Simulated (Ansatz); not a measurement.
## Ansatz (development build ahead of 0.2.0) run

```yaml
crystal:
  periodic: [false, false, false]
  atoms:
    - { symbol: Ti, position_ang: [-0.0046, -0.01611, -0.37647] }
    - { symbol: O, position_ang: [0.02441, 0.02125, 1.20295] }
basis:
  gaussian: { orbitals: aug-cc-pVDZ }
magnetization:
  spin_polarized: true
  initial_magnetization: 2
hamiltonian:
  xc: hf
correlation:
  method: mp2
  frozen_orbitals: { O: 1, Ti: 5 }
```

The input is written out in the form of the current development build from the run's settings.

The run gave:

```json
{
  "Converged": "yes",
  "Reference energy": "-923.29879 hartree",
  "Correlation energy": "-0.48653 hartree",
  "Total energy": "-923.78532 hartree",
  "Spin squared of the determinant": "2.059"
}
```
